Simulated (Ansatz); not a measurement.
A structure relaxed at PBE-D4/def2-TZVP in Ansatz, charge 0, doublet:

```xyz
3

W    -1.084    1.000    0.546
W     0.039   -0.148   -0.874
H     1.045   -0.852    0.329
```

Task: Give its formula and point group.

Result: the cluster HW₂ (the lowest doublet isomer of a short search). Point group Cs (tolerance 0.1 Å).

Task: Summarise the bond lengths by kind (pairs closer than 1.2 times the sum of covalent radii, bridged metal pairs left out).

Result: 1 × W–W 2.14 Å; 1 × H–W 1.72 Å.

In the def2 sets W takes a core potential; there is no spin–orbit coupling. The charge 0 doublet is spin-contaminated (final ⟨S²⟩ up to 1.76, 0.75 for a pure state). The structure comes from a short search, and lower isomers may exist.
